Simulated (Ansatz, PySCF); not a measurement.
Barrier from R1 to the saddle point P1, each structure at its B3LYP-D3(BJ)/def2-SVP stationary point, reached from a drawn start; harmonic modes at that level show the others as minima.
R1, NH3 (SMILES N) (charge 0, multiplicity 1):
```xyz
4

N      0.000     0.000     0.306
H      0.000     0.938    -0.102
H      0.812    -0.469    -0.102
H     -0.812    -0.469    -0.102
```
P1, H3N, a first-order saddle point (one imaginary mode, 800i cm⁻¹) (charge 0, multiplicity 1):
```
atom    x (Å)    y (Å)   z (Å)
----  -------  -------  ------
N      0.0000   0.0000  0.0000
H      1.0048   0.0000  0.0000
H     -0.5024   0.8702  0.0000
H     -0.5024  -0.8702  0.0000
```

P less R. No zero-point or thermal terms. No path was followed down from the saddle.

Correlated levels freeze the cores. CBS(a, b) extrapolates the correlation energy as X⁻³ and adds the Hartree–Fock energy of set b.

Programs: Ansatz (Gaussian orbitals); PySCF for the D3/D4 terms. All values are computed, each at the level named.

PBE/def2-TZVPP gives 226.2 meV for the barrier height.

### Question
How do the other levels lie against it? Give each less PBE: PBE-D3(BJ)/def2-TZVPP, r2SCAN/def2-TZVPP, B3LYP/def2-TZVPP, wB97M-V/def2-TZVPP, MP2/CBS(cc-pVTZ, cc-pVQZ), CCSD(T)/CBS(cc-pVTZ, cc-pVQZ).

### Answer
PBE-D3(BJ)/def2-TZVPP 0.1; r2SCAN/def2-TZVPP -0.9; B3LYP/def2-TZVPP -22.7; wB97M-V/def2-TZVPP -19.7; MP2/CBS(cc-pVTZ, cc-pVQZ) -2.3; CCSD(T)/CBS(cc-pVTZ, cc-pVQZ) 16.6 meV. 2 of 6 lie above PBE; the widest gap is to B3LYP/def2-TZVPP.

Ansatz is a quantum-chemistry and plane-wave program.
